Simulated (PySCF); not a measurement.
CdC⁺: from constants to spectrum

ROHF-CCSD(T) constants of CdC⁺, ²Π (doublet), unpaired electrons π ↑ (PySCF, scalar-relativistic core potentials, basis sets Cd cc-pVDZ-PP with ECP28, C cc-pVDZ; masses 113.9034 and 12.0000 u):

| Quantity | Value |
| --- | --- |
| ωe | 335.6 cm⁻¹ |
| ωexe | 2.17 cm⁻¹ |
| Be | 0.28703 cm⁻¹ |
| αe | 0.00312 cm⁻¹ |
| De to Cd⁺ + C | 1.15 eV |

**Question.** What force constant and bond length do these constants imply?

**Answer.** Reduced mass μred = 10.856 u; k = 5.8918×10⁻⁷·μred·ωe² (u, cm⁻¹, mdyn/Å) = 0.720 mdyn/Å; Re = √(16.8576/(μred·Be)) (u, cm⁻¹, Å) = 2.326 Å.

**Question.** Estimate the centrifugal constant D from the Kratzer relation and find the Dunham coefficient a1.

**Answer.** D = 4Be³/ωe² = 8.4e-07 cm⁻¹; a1 = −1 − αeωe/(6Be²) = -3.12.

Correlated steps freeze 1 core orbital. Correlated levels converge slowly with the basis: in double zeta they bind strong bonds too weakly, by up to about 1 eV, and carry superposition errors of some tenths. Spin–orbit coupling is left out. For an ion De counts to the pair picked by the measured ionisation energies or electron affinities, which need not be the lowest pair at this level. The state was picked by a PBE0 search and need not be the measured ground state.
